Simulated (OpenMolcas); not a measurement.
Computed levels of 5d in ions with 69 electrons, in cm-1 above 2D 3/2.

```json
{"Program": "OpenMolcas 26.06", "Method": "CASSCF", "Basis": "ANO-RCC-VTZP", "Scalar Hamiltonian": "DKH2, point nucleus", "Spin-orbit coupling": "state interaction with AMFI integrals over the reference wave functions, term energies averaged over their components"}
```

Active space for each ion: 1 electron in 5 orbitals (5d).

| Level | Hf3+ | W5+ | Re6+ | Os7+ |
| --- | --- | --- | --- | --- |
| 2D 5/2 | 4908 | 8927 | 11160 | 13948 |

Estimate 2D 5/2 for Ta4+ from its neighbours Hf3+ and W5+.

2D 5/2 is fine structure, which grows about as the fourth power of a screened charge, so the fourth roots are averaged: ((4908^0.25 + 8927^0.25) / 2)^4 = 6694. The calculation gives 6757, so the estimate is off by -0.9 %.

With one active electron the reference holds no correlation, so core polarisation is missing. Levels of configurations outside the active space are missing.
